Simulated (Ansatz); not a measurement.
Ansatz (an electronic-structure program) input (MP2/6-31G*):

Ansatz 0.2 input:
```yaml
crystal:
  periodic: [false, false, false]
  atoms:
    - {symbol: C, position_ang: [-2.10029410, 0.93471957, 0.71740957]}
    - {symbol: C, position_ang: [-0.97293424, -0.09355503, 0.62843438]}
    - {symbol: C, position_ang: [-1.45303827, -1.38813702, -0.02964645]}
    - {symbol: C, position_ang: [0.22073271, 0.53748080, -0.13170209]}
    - {symbol: C, position_ang: [1.39460887, -0.38892293, -0.15382920]}
    - {symbol: O, position_ang: [2.55988524, 0.35029579, -0.90511020]}
    - {symbol: H, position_ang: [-2.47301529, 1.19170081, -0.27656126]}
    - {symbol: H, position_ang: [-1.77247271, 1.85290218, 1.20726320]}
    - {symbol: H, position_ang: [-2.93375491, 0.52955926, 1.29068653]}
    - {symbol: H, position_ang: [-0.63657070, -0.31978244, 1.64584677]}
    - {symbol: H, position_ang: [-2.33448794, -1.76535175, 0.48795424]}
    - {symbol: H, position_ang: [-1.73201159, -1.21722637, -1.07234679]}
    - {symbol: H, position_ang: [-0.70535993, -2.18380423, -0.00123284]}
    - {symbol: H, position_ang: [-0.08545140, 0.77574463, -1.15294460]}
    - {symbol: H, position_ang: [0.49543253, 1.46937545, 0.37394701]}
    - {symbol: H, position_ang: [1.80219480, -0.62895454, 0.82537808]}
    - {symbol: H, position_ang: [1.27239518, -1.27089580, -0.77325860]}
    - {symbol: H, position_ang: [3.41592124, -0.11692575, -0.89191872]}
    - {symbol: H, position_ang: [2.67364887, 1.27177981, -0.60592852]}
basis:
  gaussian:
    orbitals: 6-31G*
total_charge: 1
magnetization: {spin_polarized: false}
correlation: {method: mp2, electrons: outside_noble_gas}
relax: {f_tol: 0.003, max_steps: 120}
```

From the output:

```
mean field -7387.67845379 eV, -271.4921756286 hartree, gradient 1.1e-6 eV, S^2 0.000000; 0 other end points of the search recorded, 0 dependent functions left out
6 core orbitals not correlated
reference -7387.67845379 eV, -271.4921756286 hartree; 19, 19 occupied and 91, 91 virtual orbitals, 1409 factors
densities: 0.36 GiB planned
second order -22.72131293 eV of doubles, -0.00000000 eV of singles
the calculation of the forces begins
relax step   8: F+E_penalty+E_count = -7410.39976672 eV  Δ(F+E_penalty+E_count) = -4.102e-6 eV  max|allowed force component| = 1.937e-3 eV/Å  Δτ_max = 0.0041 Å  (32 SCF iters, accepted)
these checks for a lower state are left out or cut short: starts, cluster_reference, orbital_swaps, neighbouring_geometries, increment
integrals: 0.10 GiB planned
1409 factors; integrals over basis functions are off by at most 3.7e-4 eV
mean field: 0.42 GiB planned
mean field -7387.67836208 eV, -271.4921722581 hartree, gradient 2.2e-6 eV, S^2 0.000000; 0 other end points of the search recorded, 0 dependent functions left out
6 core orbitals not correlated
reference -7387.67836208 eV, -271.4921722581 hartree; 19, 19 occupied and 91, 91 virtual orbitals, 1409 factors
densities: 0.36 GiB planned
second order -22.72140678 eV of doubles, -0.00000000 eV of singles
the calculation of the forces begins
relax step   9: F+E_penalty+E_count = -7410.39976886 eV  Δ(F+E_penalty+E_count) = -2.136e-6 eV  max|allowed force component| = 1.269e-3 eV/Å  Δτ_max = 0.0030 Å  (31 SCF iters, accepted)
these checks for a lower state are left out or cut short: cluster_reference
integrals: 0.10 GiB planned
1409 factors; integrals over basis functions are off by at most 3.7e-4 eV
mean field: 0.42 GiB planned
mean field -7387.67836208 eV, -271.4921722581 hartree, gradient 2.2e-6 eV, S^2 0.000000; 1 other end points of the search recorded, 0 dependent functions left out
6 core orbitals not correlated
reference -7387.67836208 eV, -271.4921722581 hartree; 19, 19 occupied and 91, 91 virtual orbitals, 1409 factors
densities: 0.36 GiB planned
second order -22.72140678 eV of doubles, -0.00000000 eV of singles
the calculation of the forces begins
Total energy: -7410.39976886 eV, -272.3271685562 hartree
Atom 0 at    -2.103546     0.931018     0.710472 Å, force    -0.000118    -0.000871    -0.000331 eV/Å
Atom 1 at    -0.966762    -0.087514     0.632040 Å, force     0.000921     0.000119    -0.000668 eV/Å
Atom 2 at    -1.440200    -1.386600    -0.021097 Å, force    -0.001176     0.000306     0.000550 eV/Å
Atom 3 at     0.216098     0.546603    -0.131551 Å, force     0.000150     0.000998    -0.000012 eV/Å
Atom 4 at     1.393661    -0.384547    -0.166845 Å, force     0.000415    -0.000786     0.000251 eV/Å
Atom 5 at     2.539036     0.358748    -0.908428 Å, force    -0.001247    -0.000515     0.001269 eV/Å
Atom 6 at    -2.475353     1.172905    -0.290212 Å, force     0.000062    -0.000056     0.000028 eV/Å
Atom 7 at    -1.782234     1.858556     1.193286 Å, force     0.000313    -0.000100     0.000059 eV/Å
Atom 8 at    -2.935628     0.522069     1.288706 Å, force    -0.000134     0.000018     0.000017 eV/Å
Atom 9 at    -0.630894    -0.305703     1.654914 Å, force    -0.000075    -0.000106    -0.000066 eV/Å
Atom 10 at    -2.327914    -1.760300     0.494845 Å, force    -0.000291    -0.000331    -0.000158 eV/Å
Atom 11 at    -1.712099    -1.216916    -1.068483 Å, force     0.000042     0.000061     0.000109 eV/Å
Atom 12 at    -0.691678    -2.184768     0.017790 Å, force     0.000347     0.000320     0.000273 eV/Å
Atom 13 at    -0.095311     0.787383    -1.153679 Å, force    -0.000127    -0.000039    -0.000022 eV/Å
Atom 14 at     0.495588     1.480596     0.374105 Å, force     0.000323     0.000145     0.000010 eV/Å
Atom 15 at     1.794710    -0.645368     0.813887 Å, force    -0.000048     0.000012    -0.000276 eV/Å
Atom 16 at     1.262999    -1.261147    -0.797167 Å, force     0.000036     0.000149    -0.000420 eV/Å
Atom 17 at     3.390502    -0.139570    -0.929976 Å, force     0.000199     0.000145    -0.000014 eV/Å
Atom 18 at     2.704453     1.254558    -0.530168 Å, force     0.000408     0.000531    -0.000600 eV/Å
Dipole moment:     1.897614     0.154721    -0.249448 e Å
Checks for a lower state left out: cluster_reference
```

The dipole moment of an ion depends on the origin.

The geometry given is a B3LYP-D3(BJ)/def2-TZVP minimum.
